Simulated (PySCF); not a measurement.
Species: C7H9O2P.
Atom-mapped SMILES: `[CH3:1][P@:2](=[O:3])([OH:4])[c:5]1[cH:6][cH:7][cH:8][cH:9][cH:10]1` (hydrogens: H11, H12, H13 on C1; H14 on O4; H15 on C6; H16 on C7; H17 on C8; H18 on C9; H19 on C10)

Level: PBE0/pcSseg-1 in PySCF, non-relativistic, on one gas-phase PBE0-D3(BJ)/def2-SVP geometry that isn't relaxed in the solvent. The solvent is an IEF-PCM continuum (Bondi radii, 1.10 Å for H, scaled by 1.2). The model holds no explicit solvent molecules, cavitation or dispersion.

Gas phase at PBE0/pcSseg-1: HOMO -7.67 eV, LUMO -1.04 eV, dipole 3.44 D.

Q: What does the continuum do to the energy, the frontier levels and the dipole at PBE0/pcSseg-1 in cyclohexane and tetrahydrofuran?

A: 
```csv
solvent,ε,E(solvent) − E(gas) (kcal/mol),polarisation term (kcal/mol),distortion of the solute (kcal/mol),HOMO (eV),LUMO (eV),dipole (D)
cyclohexane,2.017,-4.69,-4.93,0.24,-7.65,-0.99,3.86
tetrahydrofuran,7.426,-9.60,-10.61,1.01,-7.63,-0.96,4.34
```

The first energy column is the sum of the next two and covers electrostatics alone. From cyclohexane to tetrahydrofuran the lowering changes by a factor 2.04, Onsager's factor (ε − 1)/(2ε + 1) by 2.01 and ε itself by 3.7.

Q: Which radius a makes the point-dipole formula ΔE = −[(ε − 1)/(2ε + 1)]·μ²/a³ give the value in tetrahydrofuran, with the gas-phase dipole?

A: μ = 1.355 au and |ΔE| = 0.01529 Eh give a = 1.93 Å; the farthest nucleus lies 3.92 Å from the centroid of the nuclei, so such a sphere wouldn't even hold the nuclei. The formula assumes a rigid point dipole at the centre of a sphere.

Q: Which ESP-fitted charges (PBE0/pcSseg-1) respond most in cyclohexane (means over atoms taken as equivalent)?

A: 
| atoms | environment | gas (e) | solvent (e) | change |
| --- | --- | --- | --- | --- |
| O3 | phosphoryl oxygen | -0.671 | -0.705 | -0.034 |
| P2 | phosphoryl phosphorus | +1.038 | +1.060 | +0.022 |
| O4 | hydroxyl oxygen | -0.639 | -0.655 | -0.016 |
| H14 | hydroxyl hydrogen | +0.416 | +0.431 | +0.015 |
| C1 | sp3 carbon bound to phosphorus | -0.588 | -0.597 | -0.009 |
| H17 | aromatic hydrogen | +0.140 | +0.146 | +0.006 |

Q: Which Mayer bond orders change most in cyclohexane?

A: 
| bond | length (Å) | gas | solvent | change |
| --- | --- | --- | --- | --- |
| P2–O3 | 1.489 | 1.877 | 1.847 | -0.030 |
| C1–P2 | 1.800 | 1.001 | 1.011 | +0.010 |
| C5–C6 | 1.399 | 1.430 | 1.423 | -0.007 |
| P2–O4 | 1.635 | 0.953 | 0.959 | +0.006 |
| O4–H14 | 0.966 | 0.935 | 0.929 | -0.006 |
| P2–C5 | 1.812 | 0.860 | 0.863 | +0.003 |
| C6–C7 | 1.394 | 1.420 | 1.422 | +0.002 |
| C8–C9 | 1.396 | 1.422 | 1.420 | -0.002 |

The values belong to the conformer `[CH3:1][P@:2](=[O:3])([OH:4])[c:5]1[cH:6][cH:7][cH:8][cH:9][cH:10]1`: C1–P2–C5–C6 -113°, H–O4–P2–C1 169°.
